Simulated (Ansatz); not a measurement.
Reaction (isomerisation): `CC1[SiH2]C1=S` → `C=C([SiH3])C=S`

Program: Ansatz. Geometries: PBE0-D4/def2-TZVP. ΔE: electronic, gas phase. CCSD(T)/CBS adds triple-zeta CCSD(T) − MP2 to the extrapolated MP2 energy (def2 sets, frozen cores). Functionals use def2-TZVPP. B3LYP here is the variant with VWN-RPA as its local correlation; programs differ in this. Each species was taken in one conformer, which may not be the lowest.

CCSD(T)/CBS gives -67.4 kJ/mol.

(1) Another level gave -41.9 kJ/mol. Which?
A. B3LYP-D4/def2-TZVPP
B. PBE0-D4/def2-TZVPP
C. PBE/def2-TZVPP
D. HF/def2-TZVPP

Largest T1 diagnostic among the species: 0.016.

Answers

(1) C. PBE -41.9, HF/def2-TZVPP -102.3, B3LYP-D4 -69.2, PBE0-D4 -46.1 kJ/mol.

From PBE to PBE0 (25 % exact exchange), in def2-TZVPP and without D4, ΔE moves by −3.8 kJ/mol. In def2-TZVPP, CCSD(T) changes the Hartree–Fock value by +32.3 kJ/mol (the triples alone add +2.4 kJ/mol) and MP2 by +43.7 kJ/mol.
